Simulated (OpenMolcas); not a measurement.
**Xe3+: terms and fine structure**

```json
{
 "Program": "OpenMolcas",
 "Method": "CASSCF",
 "Basis": "ANO-RCC-VTZP [7s6p4d2f1g]",
 "Scalar Hamiltonian": "DKH2, point nucleus",
 "Active space": "3 electrons in 3 orbitals (5p)",
 "State averaging": "2S+1 = 4 odd, 1 root; 2S+1 = 2 odd, 8 roots",
 "Spin-orbit coupling": "RASSI with atomic mean-field integrals over the reference wave functions, term energies averaged over their components"
}
```

With spin-orbit coupling, above the lowest level:

```csv
Configuration,Term,J,E (cm⁻¹),Measured (cm⁻¹),g,Term weight %,Second
5s² 5p³,⁴S°,3/2,0.0,0.0,1.949,93,6 ²P°
5s² 5p³,²D°,3/2,17505,13267,0.924,81,15 ²P°
5s² 5p³,²D°,5/2,21226,17511,1.200,100,
5s² 5p³,²P°,1/2,33964,28036,0.666,100,
5s² 5p³,²P°,3/2,39675,35650,1.263,79,18 ²D°
```

Against the 4 measured excited levels shown (Saloman, J. Phys. Chem. Ref. Data 33, 765 (2004)) the mean absolute deviation is 4500 cm-1; the largest miss in energy is 5s² 5p³ ²P°_1/2: computed 33964, measured 28036 cm⁻¹ (+21.1 %), and the largest in proportion 5s² 5p³ ²D°_3/2 (+31.9 %).

Spin-orbit coupling puts the lowest level 1990 cm⁻¹ below the lowest spin-free term.

With the s shell closed, the reference lacks s² → p² mixing. Measured partners are found by configuration, term and J. A level has none where our copy of the source lacks it or the pairing is in doubt (some pairs that miss far off the trend of their configuration count as doubtful), and it then counts in no deviation. Only configurations of the active space appear.

The term weight is that of the spin-free term in the level, not the purity of its configuration. ° marks odd parity.
